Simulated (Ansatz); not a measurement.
`F[SiH]([SeH])O[SiH3]` + HCl → `F[SiH](Cl)O[SiH3]` + H₂Se at 400 K and 1 bar (ligand exchange at the Si–Se bond).

Gas-phase electronic energies from Ansatz, PBE0-D4/def2-TZVP geometries. CCSD(T)/CBS adds triple-zeta CCSD(T) − MP2 to the extrapolated MP2 energy (def2 sets, frozen cores). This one scheme is used for every species. For Se outer-core shells are correlated without core-valence functions, which leaves a few kJ/mol of doubt a bond. Scalar relativity is left out up to krypton. One conformer a species, not always the lowest.

```
               species  CCSD(T)/CBS energy (Eh)  H − E (kJ/mol)  S (J/(mol·K))
`F[SiH]([SeH])O[SiH3]`              -3157.02257           171.5          444.2
                   HCl               -460.38127            29.6          195.4
   `F[SiH](Cl)O[SiH3]`              -1215.52253           150.1          418.4
                  H₂Se              -2401.89790            49.4          229.5
```

H − E and S are ideal-gas, rigid-rotor, harmonic terms from PBE0-D4/def2-TZVP, for one conformer and one mirror image of each species. 1 Eh = 2625.50 kJ/mol, R = 8.31446 J/(mol·K).

Task: By hand: ΔE, ΔH, ΔS and ΔG.

Result: ΔE = (-1215.52253) + (-2401.89790) − (-3157.02257) − (-460.38127) = -0.01659 Eh = -43.6 kJ/mol. Δ(H − E) = 150.1 + 49.4 − 171.5 − 29.6 = -1.6, so ΔH = -45.2 kJ/mol. ΔS = 418.4 + 229.5 − 444.2 − 195.4 = 8.3 J/(mol·K). ΔG = -45.2 − 400 × (8.3)/1000 = -48.5 kJ/mol.

Task: By hand: the equilibrium constant, and the temperature at which ΔG would vanish if ΔH and ΔS stayed fixed.

Result: log₁₀ K = −ΔG/(RT ln 10) = 6.3. ΔH and −TΔS have one sign here, so there is no such temperature.

The number of gas molecules stays the same, so ΔS is small and ΔH decides. A doubt of 5 kJ/mol in ΔE shifts log₁₀ K by 0.7 here. Other conformers and mirror images would add mixing entropy, several J/(mol·K) or more a flexible species. Modes under 60 cm⁻¹, often nearly free rotors, make the harmonic entropy too high. These are equilibria of isolated gas molecules and say nothing of rates. Largest T1 diagnostic: 0.011 (customary marks: 0.02 for closed shells, 0.045 for open ones).

ΔS is within the doubt of such terms, so its sign, and with it that verdict, could turn.
